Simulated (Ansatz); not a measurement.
disiloxane (H6OSi2), singlet, at a GFN2-xTB geometry; HF/6-31G** in Ansatz (an electronic-structure program).

The Ansatz input:
Ansatz 0.2 input:
```yaml
crystal:
  periodic: [false, false, false]
  atoms:
    - {symbol: Si, position_ang: [1.58554558, -0.29465325, 0.09305373]}
    - {symbol: O, position_ang: [-0.00374610, -0.02898376, -0.03187953]}
    - {symbol: Si, position_ang: [-1.58414102, 0.30551525, -0.08108531]}
    - {symbol: H, position_ang: [1.99636140, -0.92391127, -1.16028168]}
    - {symbol: H, position_ang: [2.22242187, 1.00620543, 0.29041493]}
    - {symbol: H, position_ang: [1.77723671, -1.17669751, 1.24269936]}
    - {symbol: H, position_ang: [-2.21375802, -0.47470673, 0.98249776]}
    - {symbol: H, position_ang: [-2.04757203, -0.09473461, -1.40797725]}
    - {symbol: H, position_ang: [-1.72438507, 1.74364671, 0.14012516]}
basis:
  gaussian:
    orbitals: 6-31G__.json
hamiltonian:
  xc: hf
accuracy: high
```
The basis file holds 6-31G** in the JSON format of the Basis Set Exchange.

It wrote (shortened):

```
Functional definition: HF
1845 factors; integrals over basis functions are off by at most 3.3e-9 eV
mean field evaluation 1: about -17855.1599 eV, gradient 3.5e1 eV
mean field evaluation 2: about -17855.2175 eV, gradient 3.5e1 eV
mean field evaluation 4: about -17857.8160 eV, gradient 2.6e0 eV
mean field evaluation 8: about -17857.8465 eV, gradient 2.8e-4 eV
mean field -17857.84650196 eV, -656.2637544638 hartree, gradient 3.8e-8 eV, S^2 0.000000; 0 other end points of the search recorded, 0 dependent functions left out
reference -17857.84650196 eV, -656.2637544638 hartree; 21, 21 occupied and 62, 62 virtual orbitals, 1845 factors
Total energy: -17857.84650196 eV, -656.2637544638 hartree
```
